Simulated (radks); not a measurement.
The numbers below are computed, except where a source is named.
Question: These are the eigenvalues of the occupied orbitals of an atom or ion with whole-number occupations (Ry). Code: a radial shooting solver on a logarithmic mesh with Libxc functionals. Model: Dirac Kohn-Sham, PBE, spin-unpolarised, spherical densities, point nucleus.

1s1/2: -6653.213
2s1/2: -1194.233
2p1/2: -1147.206
2p3/2: -976.6745
3s1/2: -288.1793
3p1/2: -266.9736
3p3/2: -228.7899
3d3/2: -194.1316
3d5/2: -186.0391
4s1/2: -66.09100
4p1/2: -56.87623
4p3/2: -47.46665
4d3/2: -32.50575
4d5/2: -30.75006
5s1/2: -11.49684
4f5/2: -11.33741
4f7/2: -10.93393
5p1/2: -8.30568
5p3/2: -6.49445
5d3/2: -2.05658
5d5/2: -1.83685
6s1/2: -1.01837
6p1/2: -0.40855
6p3/2: -0.27257

Which element is it, and in what charge state? The configuration may be excited. Open shells, if any, fill j = l - 1/2 first.

Answer: Z = 83, bismuth, charge 0: Bi in [Hg] 6p3. The list shows which subshells hold electrons but not how many an open one holds; the 1s level, -3326.6 hartree, gives Z - s = 81.6 by -(Z - s)^2/2, which with screening and relativity narrows Z to a few neighbours, and the depths of the outer levels then fix element, charge and occupations together.
